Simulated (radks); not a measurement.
Results of a calculation; reference values are marked as such.
Te10+, 42 electrons, occupied as [Kr] 4d6. Code: a radial shooting solver on a logarithmic mesh with Libxc functionals. Model: Dirac Kohn-Sham, PBE, spin-unpolarised, spherical densities, finite nucleus; open shells fill j = l - 1/2 first; Fermi nuclear charge, rms radius 4.7423 fm.

Normalised radial functions P(r) = r R(r) (large component), r in bohr:

r,3d5/2,4p3/2,5s1/2
0.001905,0.0000,0.0029,0.0570
0.002865,0.0001,0.0063,0.0787
0.004309,0.0003,0.0135,0.1055
0.006479,0.0011,0.0284,0.1350
0.009666,0.0035,0.0573,0.1594
0.01454,0.0108,0.1122,0.1647
0.02186,0.0321,0.2054,0.1257
0.03287,0.0905,0.3384,0.0185
0.04943,0.2348,0.4681,-0.1462
0.07434,0.5410,0.4644,-0.2677
0.1118,1.0551,0.1470,-0.1634
0.1681,1.6367,-0.4467,0.2001
0.2528,1.8646,-0.7323,0.3914
0.3802,1.4023,-0.0454,-0.0759
0.5717,0.6025,1.0626,-0.5907
0.8529,0.1250,1.2205,-0.0346
1.283,0.0085,0.5177,0.9151
1.929,0.0001,0.0737,0.7409
2.9,0.0000,0.0023,0.1469
4.362,0.0000,0.0000,0.0052

3d5/2: eigenvalue -739.01 eV, 0 radial nodes, <r> = 0.297 bohr, 90 % of the charge inside 0.467 bohr. 4p3/2: eigenvalue -280.72 eV, 2 radial nodes at r = 0.125, 0.386 bohr, <r> = 0.792 bohr, 90 % of the charge inside 1.15 bohr. 5s1/2 (empty): eigenvalue -143.37 eV, 4 radial nodes at r = 0.0346, 0.137, 0.364, 0.864 bohr, <r> = 1.52 bohr, 90 % of the charge inside 2.12 bohr.
